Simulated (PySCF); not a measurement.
Species: C5H14BPSi.
Numbering: `[BH2:1][PH:2][SiH2:3][CH:4]1[CH2:5][CH2:6][CH2:7][CH2:8]1` (hydrogens: H9, H10 on B1; H11 on P2; H12, H13 on Si3; H14 on C4; H15, H16 on C5; H17, H18 on C6; H19, H20 on C7; H21, H22 on C8)

The closed-shell ground state was solved at several levels (PySCF, density fitting, gas phase, non-relativistic). Isolated species at its PBE0-D3(BJ)/def2-SVP geometry (one conformer only).

```
              level  basis functions  HOMO (eV)  LUMO (eV)  gap (eV)  dipole (D)
     B97-2/pcSseg-1              220      -6.99      -1.59      5.40        1.42
CAM-B3LYP/def2-SVPD              280      -8.40      -0.55      7.85        1.35
```

**Question.** What might PBE0/pcSseg-1 (220 basis functions) give for the same quantities?

**Answer.** HOMO -7.23 eV, LUMO -1.62 eV, gap 5.61 eV, dipole 1.44 D.

**Question.** Over all these levels, which gives the widest orbital gap and which the narrowest?

**Answer.** CAM-B3LYP/def2-SVPD (range-separated hybrid) has the widest, 7.85 eV, and B97-2/pcSseg-1 (global hybrid, 21 % exact exchange) the narrowest, 5.40 eV. Functional and basis both differ between the two, so the spread mixes both effects.

**Question.** How far do the dipole and the HOMO energy spread over the levels?

**Answer.** The dipole runs from 1.35 to 1.44 D (mean 1.40 D) and the HOMO from -8.40 to -6.99 eV.
